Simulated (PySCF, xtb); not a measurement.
hexafluoroacetone (C3F6O), SMILES O=C(C(F)(F)F)C(F)(F)F.

Harmonic wavenumbers (cm⁻¹) from GFN2-xTB (xtb) at its own minimum, in rising order: 36, 39, 119, 161, 230, 232, 294, 344, 431, 443, 468, 471, 571, 640, 709, 728, 913, 1057, 1095, 1105, 1116, 1143, 1149, 1851.

Problem. What does PBE-D3(BJ)/def2-SVP run with PySCF 2.14.0 give at its own minimum? (The exact figures need the calculation; the answer reports its results.)

Solution. 41, 42, 144, 178, 241, 262, 309, 356, 457, 490, 515, 523, 615, 699, 755, 766, 958, 1134, 1174, 1196, 1219, 1259, 1302, 1843. Paired by order, the mean absolute difference is 48 cm⁻¹ and the zero-point energies are 21.9 and 23.6 kcal/mol.
